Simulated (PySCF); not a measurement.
Polarisability and C₆ of Gd³⁸⁺ (gadolinium, charge +38)

[Ar] 3d8, high-spin 3F determinant. Computed with PySCF 2.14 in an uncontracted even-tempered set (18 s from 6.9 bohr⁻², ratio 2.5; 13 p from 9 bohr⁻², ratio 2.5; 8 d from 9 bohr⁻², ratio 2.5; 4 f from 38 bohr⁻², ratio 2.7; 3 g from 57 bohr⁻², ratio 2.7), with scalar relativity by spin-free X2C-1e. Coupled (time-dependent) response in atomic units; α is the mean over directions.

```csv
method,mean α (bohr³),C₆ (like pair),S(−4)
UHF,0.004057,0.0005767,8.012e-06
```

S(−4) is the Cauchy moment in α(ω) = α(0) + S(−4) ω² + …

Spin-orbit coupling is absent.

α(iu) at UHF:

```tsv
u (hartree)	α(iu) (bohr³)
0	0.004057
5.00	0.003879
10.0	0.003517
20.0	0.002914
30.0	0.002526
40.0	0.002228
50.0	0.001973
75.0	0.001461
100	0.001093
150	0.0006519
250	0.0002960
```

A single London oscillator, α(iu) = α/(1 + u²/ω²), gives C₆ = (3/4) ω α². Matching the computed C₆ needs ω = 4 × 0.0005767 / (3 × 0.004057²) = 46.7 hartree.

For an ion, C₆ is the dispersion term alone; charge-induced terms of lower order in 1/R come first.

Spin-orbit coupling is strong in this species (close to jj coupling), so the high-spin LS determinant is a model state, not a physical level.
